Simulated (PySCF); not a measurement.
CH7ClN2Si2, SMILES [Si@]1(N)(Cl)[SiH2]CN1.

Coordinates come from a B3LYP-D3(BJ)/def2-SVP optimisation. The structure was generated by enumeration; whether it is a known compound was not checked. Other conformers were not sampled.

Method: SMD-ωB97X/6-31G* (PySCF).

Solvation free energies are E(SMD) − E(gas) at the gas-phase geometry, for 1 M in both phases. In vacuum the dipole moment is 2.80 D.

| solvent | ΔG(solv) (kcal/mol) | its non-electrostatic (CDS) part | dipole (D) |
|---|---|---|---|
| water | -2.7 | 4.1 | 3.53 |
| toluene | -3.8 | -0.6 | 3.14 |
| chlorobenzene | -5.4 | -0.2 | 3.35 |
